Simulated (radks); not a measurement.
Tb+, 64 electrons, occupied as [Xe] 4f9 6p1 (not the ground configuration). Calculated with a radial shooting solver on a logarithmic mesh with Libxc functionals: Dirac Kohn-Sham, PBE, spin-unpolarised, spherical densities, finite nucleus; open shells are shared between the two j in proportion to 2j + 1; Fermi nuclear charge, rms radius 5.06 fm.

Unscreened Slater integrals over Kohn-Sham orbitals (hartree). Large and small components are both included.

\begin{tabular}{lr}
integral & value \\ \hline
F0(6p3/2,6p3/2) & 0.18497 \\
F2(6p3/2,6p3/2) & 0.10166 \\
F0(6p3/2,6p1/2) & 0.18939 \\
G2(6p3/2,6p1/2) & 0.10303 \\
F0(6p3/2,4f7/2) & 0.24225 \\
F2(6p3/2,4f7/2) & 0.027429 \\
G2(6p3/2,4f7/2) & 0.0074783 \\
G4(6p3/2,4f7/2) & 0.0066073 \\
F0(6p3/2,4f5/2) & 0.24247 \\
F2(6p3/2,4f5/2) & 0.026826 \\
G2(6p3/2,4f5/2) & 0.0072385 \\
G4(6p3/2,4f5/2) & 0.0064077 \\
F0(6p1/2,6p1/2) & 0.19431 \\
F0(6p1/2,4f7/2) & 0.25413 \\
G4(6p1/2,4f7/2) & 0.0073109 \\
F0(6p1/2,4f5/2) & 0.25437 \\
G2(6p1/2,4f5/2) & 0.0080179 \\
F0(4f7/2,4f7/2) & 1.0474 \\
F2(4f7/2,4f7/2) & 0.48034 \\
F4(4f7/2,4f7/2) & 0.29817 \\
F6(4f7/2,4f7/2) & 0.21364 \\
F0(4f7/2,4f5/2) & 1.0570 \\
F2(4f7/2,4f5/2) & 0.48542 \\
F4(4f7/2,4f5/2) & 0.30145 \\
G2(4f7/2,4f5/2) & 0.48434 \\
G4(4f7/2,4f5/2) & 0.30082 \\
G6(4f7/2,4f5/2) & 0.21558 \\
F0(4f5/2,4f5/2) & 1.0667 \\
F2(4f5/2,4f5/2) & 0.49068 \\
F4(4f5/2,4f5/2) & 0.30486 \\
\end{tabular}
